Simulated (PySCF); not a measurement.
BrF2GeH2N, SMILES [NH2][Ge]([F])([F])[Br].

The structure is a stationary point at B3LYP-D3(BJ)/def2-SVP. This is a generated structure with no PubChem entry under its InChIKey; it may be hypothetical. Other conformers were not sampled.

Calculation: TDA-PBE/def2-SVPD in PySCF.

Vertical excitations. Isolated molecule, no solvent. State labels are in the subgroup Cs.

| state | symmetry | energy (eV) | λ (nm) | f | main pairs |
|---|---|---|---|---|---|
| S1 | A' | 5.09 | 243 | 0.060 | HOMO→LUMO 96 % |
| S2 | A" | 5.51 | 225 | 0.013 | HOMO−1→LUMO 99 % |
| S3 | A' | 5.74 | 216 | 0.036 | HOMO−2→LUMO 97 % |
| S4 | A' | 6.89 | 180 | 0.008 | HOMO→LUMO+1 98 % |
| S5 | A" | 6.97 | 178 | 0.000 | HOMO→LUMO+2 100 % |
| S6 | A' | 7.21 | 172 | 0.063 | HOMO−3→LUMO 75 %, HOMO−1→LUMO+2 12 % |
| S7 | A" | 7.37 | 168 | 0.011 | HOMO−1→LUMO+1 95 % |
| S8 | A" | 7.41 | 167 | 0.006 | HOMO−4→LUMO 94 % |
| S9 | A" | 7.53 | 165 | 0.000 | HOMO−5→LUMO 99 % |
| S10 | A' | 7.57 | 164 | 0.010 | HOMO−2→LUMO+1 57 %, HOMO−1→LUMO+2 32 % |
| T1 | A' | 4.52 | 274 | 0 | HOMO→LUMO 99 % |
| T2 | A" | 5.07 | 245 | 0 | HOMO−1→LUMO 100 % |
| T3 | A' | 5.25 | 236 | 0 | HOMO−2→LUMO 99 % |
| T4 | A' | 6.57 | 189 | 0 | HOMO−3→LUMO 83 %, HOMO→LUMO+1 14 % |
Triplets are in the Tamm–Dancoff approximation.
